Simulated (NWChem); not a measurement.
CH3ISn, singlet; SMILES [CH3][Sn][I]

```xyz
6

Sn    -0.3080     1.2872    -0.0060
I      0.0497    -1.4484     0.0071
C      1.8405     1.7538    -0.0014
H      2.0103     2.8416    -0.0233
H      2.3277     1.2911    -0.8749
H      2.3111     1.3313     0.9014
```
Atoms are numbered in this order, from 1.

Level: PBE0/def2-SVP with def2 effective core potentials on Sn, I (NWChem), optimised geometry, unscaled harmonic frequencies. Low-valent species are run as closed-shell singlets; no triplet was tried in these runs. def2 effective core potentials on Sn, I; no spin-orbit coupling.

### Question
List the harmonic frequencies with IR intensities, and the thermochemistry.

### Answer
```json
[
 {"frequency (cm⁻¹)": "72", "IR intensity (km/mol)": "0.1"},
 {"frequency (cm⁻¹)": "129", "IR intensity (km/mol)": "0.5"},
 {"frequency (cm⁻¹)": "191", "IR intensity (km/mol)": "24.7"},
 {"frequency (cm⁻¹)": "482", "IR intensity (km/mol)": "45.3"},
 {"frequency (cm⁻¹)": "571", "IR intensity (km/mol)": "0.1"},
 {"frequency (cm⁻¹)": "690", "IR intensity (km/mol)": "12.1"},
 {"frequency (cm⁻¹)": "1180", "IR intensity (km/mol)": "5.8"},
 {"frequency (cm⁻¹)": "1411", "IR intensity (km/mol)": "4.5"},
 {"frequency (cm⁻¹)": "1413", "IR intensity (km/mol)": "12.9"},
 {"frequency (cm⁻¹)": "3046", "IR intensity (km/mol)": "2.6"},
 {"frequency (cm⁻¹)": "3159", "IR intensity (km/mol)": "2.1"},
 {"frequency (cm⁻¹)": "3169", "IR intensity (km/mol)": "5.9"}
]
```

```json
{
  "zero_point_energy": "22.2 kcal/mol",
  "thermal correction to the enthalpy at 298.15 K (with zero-point energy)": "26.2 kcal/mol",
  "heat capacity Cv": "15.4 cal/(mol K)",
  "entropy at 298.15 K and 1 atm (symmetry number 1)": "81.7 cal/(mol K)"
}
```

Rigid rotor and harmonic oscillator; modes under 100 cm⁻¹ make the entropy uncertain.
